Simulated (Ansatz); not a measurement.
**Worked example: C2H6O2S + HOI → CH4O3S + CH3I**

Species: C2H6O2S (dimethyl sulfone) `CS(C)(=O)=O`, singlet; HOI (hypoiodous acid) `OI`, singlet; CH4O3S `CS(=O)(=O)O`, singlet; CH3I (methyl iodide) `CI`, singlet. The partners trade CH3 for OH: S–CH3 and I–OH bonds give way to S–OH and I–CH3.

Shapes, held fixed at every level: PBE0-D4/def2-TZVP. Flexible molecules stand in one conformer, not always the lowest. Programs: Ansatz 0.2.0. The zero-point and thermal change to 298 K, harmonic and unscaled (PBE0-D4/def2-TZVP), is +2.0 kJ/mol.

At CCSD(T)/def2-TZVPP; 1 Eh = 2625.50 kJ/mol:

| species | energy (Eh) |
| --- | --- |
| C2H6O2S | -627.656294 |
| HOI | -372.835641 |
| CH4O3S | -663.562049 |
| CH3I | -336.975382 |

Question: Work out ΔH(298 K) of the reaction at this level.

Answer: 
1. Products less reactants: (-663.562049) + (-336.975382) − [(-627.656294) + (-372.835641)] = -0.045496 Eh = -119.4 kJ/mol.
2. With the thermal change: -119.4 + (+2.0) = -117.4 kJ/mol.

Other levels give -125.9 (MP2/def2-TZVPP) to -103.2 kJ/mol (PBE-D4/def2-TZVPP). No measured value is set beside it here. For atoms past krypton def2 sets carry core potentials with scalar relativity. Outer-core shells of I are correlated in most correlated rows, in sets that cover them unevenly.
